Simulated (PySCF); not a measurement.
**Correlation energy of Be (beryllium, neutral)**

[He] 2s1 2p1, high-spin 3P determinant (an excited configuration). All numbers are calculated (PySCF 2.14, the non-relativistic Hamiltonian (point nucleus), in dyall-acv3z (15s9p4d2f, 76 functions)). Frozen: nothing; 4 electrons correlated; the 5 highest virtual orbitals of each spin left out.

| level | correlation energy (mhartree) |
| --- | --- |
| CCSD | -49.88 |
| (T) | -0.07 |
| CCSD(T) | -49.95 |

Diagnostics: T1 = 0.0037, D1 = 0.0094, largest double amplitude 0.025.

Cost of the coupled-cluster step: about 15 core-seconds, for 4 correlated electrons.

Iterations:

```
CC2 = 0
CCSD nocc = (np.int64(3), np.int64(1)), nmo = (71, 71)
frozen orbitals [[71, 72, 73, 74, 75], [71, 72, 73, 74, 75]]
max_cycle = 100
direct = 0
conv_tol = 1e-08
conv_tol_normt = 1e-06
diis_space = 8
diis_start_cycle = 0
Init t2, MP2 energy = -0.0443334179815789
Init E_corr(UCCSD) = -0.0443334179838249
cycle = 1  E_corr(UCCSD) = -0.0485133461288765  dE = -0.00417992815  norm(t1,t2) = 0.0211913
cycle = 2  E_corr(UCCSD) = -0.0493394587532286  dE = -0.000826112624  norm(t1,t2) = 0.0106477
cycle = 3  E_corr(UCCSD) = -0.0499183875199479  dE = -0.000578928767  norm(t1,t2) = 0.00578718
cycle = 4  E_corr(UCCSD) = -0.0498622302192265  dE = 5.61573007e-05  norm(t1,t2) = 0.000972923
cycle = 5  E_corr(UCCSD) = -0.0498853404858408  dE = -2.31102666e-05  norm(t1,t2) = 0.000151721
cycle = 6  E_corr(UCCSD) = -0.0498821878411536  dE = 3.15264469e-06  norm(t1,t2) = 2.42048e-05
cycle = 7  E_corr(UCCSD) = -0.0498825686215026  dE = -3.80780349e-07  norm(t1,t2) = 4.50077e-06
cycle = 8  E_corr(UCCSD) = -0.04988255298356  dE = 1.56379425e-08  norm(t1,t2) = 9.33992e-07
cycle = 9  E_corr(UCCSD) = -0.0498825427414  dE = 1.02421601e-08  norm(t1,t2) = 2.76929e-07
cycle = 10  E_corr(UCCSD) = -0.0498825436347965  dE = -8.93396489e-10  norm(t1,t2) = 6.42162e-08
UCCSD converged
E(UCCSD) = -14.56353064856764  E_corr = -0.04988254363479645
UCCSD(T) correction = -6.54754492970653e-05
```
